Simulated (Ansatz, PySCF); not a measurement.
Process, species as SMILES: C#C[SiH3] [ethynylsilane] → [SiH3] (SiH3) + [C]#C (the C-Si bond at the site shown breaks; other sites are not compared here)
Geometries: B3LYP-D3(BJ)/def2-TZVP minima from Ansatz (a quantum-chemistry and plane-wave program). Frequencies are from Ansatz or PySCF. Markedly spin-contaminated UHF reference, which strains HF, MP2 and, less, CCSD(T): [C]#C. High T1 diagnostic, so coupled cluster is less sure: [C]#C.
Geometry of the first species:
```xyz
7

C      1.2099     1.5570    -0.0201
C      0.4703     0.6052    -0.0078
Si    -0.6496    -0.8359     0.0108
H      1.8627     2.3970    -0.0310
H     -0.0274    -1.9295     0.7873
H     -0.8900    -1.2872    -1.3765
H     -1.9327    -0.4509     0.6366
```

Quantity: bond dissociation energy (enthalpy at 298 K, with B3LYP-D3(BJ) rigid-rotor harmonic-oscillator terms), in kcal/mol. Cores are frozen in the correlated levels unless marked. Open shells are spin-unrestricted. Spin-orbit coupling is left out. No relativistic terms. CBS marks a two-point X^-3 extrapolation of the correlation energy; Hartree-Fock from the larger set.

CCSD(T)/CBS(cc-pV(T+d)Z,cc-pV(Q+d)Z) (Ansatz) gives 127.6 kcal/mol.

Another calculation gave 124.4 kcal/mol. Which level was it?
(A) wB97X-V/def2-TZVPD (Ansatz)
(B) HSE06/def2-TZVPD (Ansatz)
(C) SVWN5/def2-TZVPD (Ansatz)
(D) r2SCANh/def2-TZVPD (Ansatz)

B, HSE06/def2-TZVPD (Ansatz). The others give 130.1 (wB97X-V), 121.3 (r2SCANh), 137.9 (SVWN5) kcal/mol.
